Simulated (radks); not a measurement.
The numbers below are computed, except where a source is named.
Initial-state core-level shifts of neutral iridium when its valence configuration changes from [Xe] 4f14 5d7 6s2. Code: a radial shooting solver on a logarithmic mesh with Libxc functionals. Model: Dirac Kohn-Sham, PBE, spin-unpolarised, spherical densities, point nucleus; open shells fill j = l - 1/2 first. Shifts are changes of the shell-averaged eigenvalues in eV (positive: less bound).

valence,3s,4s,5s,5p
4f13 5d7 6s2 6p1,-18.537,-16.768,-8.501,-7.221
4f14 5d7 6s1 6p1,-1.492,-1.497,-1.506,-1.513
4f14 5d7 6p2,-2.811,-2.821,-2.836,-2.844
4f14 5d8 6p1,+1.036,+1.020,+0.933,+0.767
4f14 5d6 6s1 6p2,-5.660,-5.648,-5.529,-5.339
4f13 5d7 6s1.5 6p1.5,-19.221,-17.454,-9.188,-7.906
4f14 5d8 6s1,+2.535,+2.525,+2.456,+2.307
4f14 5d7.5 6s1.5,+1.313,+1.307,+1.267,+1.189
4f14 5d8.5 6s0.5,+3.659,+3.646,+3.557,+3.346
